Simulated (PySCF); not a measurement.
A calculated (PBE, PySCF 2.14, x2c-TZVPPall, the spin-free X2C one-electron Hamiltonian (Gaussian nucleus)) atom or ion has these occupied shells.

```
shell  electrons  orbital energy (eV)  rms radius, mean of both spins (bohr)
 1s β          1             -23039.1                                 0.0374
 1s α          1             -23039.1                                 0.0374
 2s α          1              -3373.1                                  0.154
 2s β          1              -3372.4                                  0.154
 2p α          3              -3028.2                                  0.136
 2p β          3              -3027.7                                  0.136
 3s α          1              -632.96                                  0.418
 3s β          1              -632.59                                  0.418
 3p α          3              -519.50                                  0.421
 3p β          3              -519.08                                  0.421
 3d α          5              -337.54                                  0.405
 3d β          5              -336.90                                  0.405
 4s α          1              -119.69                                   1.03
 4s β          1              -116.47                                   1.03
 4p α          3              -87.398                                   1.14
 4p β          3              -84.013                                   1.14
 4d α          5              -40.857                                   1.48
 4d β          1              -37.898                                   1.48
```

(1) Name the element and its charge.

## Answers

(1) Rh³⁺ (rhodium, charge +3), in [Kr] 4d6, high-spin 5D determinant.
